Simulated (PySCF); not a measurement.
Cl₃HOTi, SMILES [OH][Ti]([Cl])([Cl])[Cl], multiplicity 1. Heavy atoms are numbered as in [Ti:1]([Cl:2])([Cl:3])([Cl:4])[OH:5]. Hydrogens are named by the atom that carries them.

The structure is a stationary point at r2SCAN-D4/def2-SVP. The geometry has at least one imaginary mode, so it is a saddle point at that level. The spin state was assumed, not searched. The isomer is the one that the SMILES or the coordinates give; other isomers of the formula were not compared. Other conformers were not sampled.

Calculation: PBE/pcSseg-1 in PySCF.

GIAO shieldings, no solvent; atoms alike by connectivity are averaged. δ = σ(ref) − σ: ³⁵Cl against HCl (σ = 936.5 ppm); ¹⁷O against H2O (σ = 334.3 ppm); ¹H against TMS (σ = 31.49 ppm), references at their B3LYP-D3(BJ)/def2-TZVP geometries, non-relativistic (without spin–orbit terms, shifts of atoms bonded to Cl or Br come out too high).

| nucleus | atoms | count | δ (ppm) |
|---|---|---|---|
| ³⁵Cl | Cl2 | 3 | 835.8 |
| ¹⁷O | O5 (OH) | 1 | 368.7 |
| ¹H | H on O5 | 1 | 5.41 |
